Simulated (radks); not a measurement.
Results of a calculation; reference values are marked as such.
Q: Species: Te V. Configuration: [Ar] 3d10 4s2 4p5.75 4d10 5s2 5d0.25 (fractional occupations, a model configuration). Code: a radial shooting solver on a logarithmic mesh with Libxc functionals. Model: Dirac Kohn-Sham, B86b exchange with PBE correlation, spin-unpolarised, spherical densities, finite nucleus; open shells fill j = l - 1/2 first; Fermi nuclear charge, rms radius 4.7423 fm. Some entries of the table are withheld. Estimate them.

| orbital | occ. | eigenvalue (eV) | <r> (bohr) | <1/r> (bohr^-1) |
|---|---|---|---|---|
| 1s1/2 | 2 | -31656.69 | 0.02781 | 55.58 |
| 2s1/2 | 2 | -4893.256 | 0.1194 | (1) |
| 2p1/2 | 2 | -4587.786 | (2) | 12.93 |
| 2p3/2 | 4 | -4313.204 | (3) | 11.96 |
| 3s1/2 | 2 | -1011.720 | 0.3218 | 4.604 |
| 3p1/2 | 2 | -886.0723 | 0.3121 | 4.513 |
| 3p3/2 | 4 | -834.8836 | 0.3236 | 4.276 |
| 3d3/2 | 4 | -613.2233 | 0.2946 | 4.127 |
| 3d5/2 | 6 | -602.5191 | 0.2982 | 4.066 |
| 4s1/2 | 2 | -210.6116 | 0.7627 | 1.840 |
| 4p1/2 | 2 | -167.3145 | 0.7984 | 1.729 |
| 4p3/2 | 3.75 | -157.5188 | 0.8263 | 1.653 |
| 4d3/2 | 4 | -88.1402 | 0.9469 | 1.401 |
| 4d5/2 | 6 | -86.6266 | 0.9579 | 1.382 |
| 5s1/2 | 2 | -54.5201 | 1.851 | 0.7084 |
| 5d3/2 | 0.25 | -26.9253 | 2.777 | (4) |
| 5d5/2 | 0 | -26.7434 | 2.797 | (5) |

A: 
(1) 2s1/2 <1/r> (bohr^-1): 12.94
(2) 2p1/2 <r> (bohr): 0.1008
(3) 2p3/2 <r> (bohr): 0.1064
(4) 5d3/2 <1/r> (bohr^-1): 0.4631
(5) 5d5/2 <1/r> (bohr^-1): 0.4598
